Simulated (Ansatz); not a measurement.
One change: `COB(O)OC` becomes `COB(O)O`.

Ansatz, PBE0-D4/def2-TZVP geometries, multiplicity 1. Each molecule was computed in one conformer, which needn't be the lowest.

```json
{"property": "HOMO–LUMO gap (ωB97M-V/def2-TZVPP) / eV", "`COB(O)OC`": "12.75"}
{"property": "HOMO energy (PBE/def2-TZVPP) / eV", "`COB(O)OC`": "-6.55"}
{"property": "HOMO energy (ωB97M-V/def2-TZVPP) / eV", "`COB(O)OC`": "-10.54"}
{"property": "LUMO energy (PBE0/def2-TZVPP) / eV", "`COB(O)OC`": "0.92"}
{"property": "HOMO–LUMO gap (PBE0/def2-TZVPP) / eV", "`COB(O)OC`": "9.05"}
{"property": "HOMO energy (B3LYP/def2-TZVPP) / eV", "`COB(O)OC`": "-7.89"}
```

Q: What does the change do to each property? (Best estimate.)

A: Computed: 
| property | `COB(O)O` | shift |
| --- | --- | --- |
| HOMO–LUMO gap (ωB97M-V/def2-TZVPP) / eV | 12.93 | 0.18 |
| HOMO energy (PBE/def2-TZVPP) / eV | -6.81 | -0.26 |
| HOMO energy (ωB97M-V/def2-TZVPP) / eV | -10.85 | -0.31 |
| LUMO energy (PBE0/def2-TZVPP) / eV | 0.75 | -0.17 |
| HOMO–LUMO gap (PBE0/def2-TZVPP) / eV | 9.17 | 0.12 |
| HOMO energy (B3LYP/def2-TZVPP) / eV | -8.18 | -0.29 |

With PBE0 the HOMO falls by 0.29 eV and the LUMO falls by 0.17 eV, so the gap widens by about 0.12 eV. PBE moves the HOMO by -0.26 eV and ωB97M-V by -0.31 eV.

B3LYP here is the variant with VWN-RPA as its local correlation; programs differ in this.
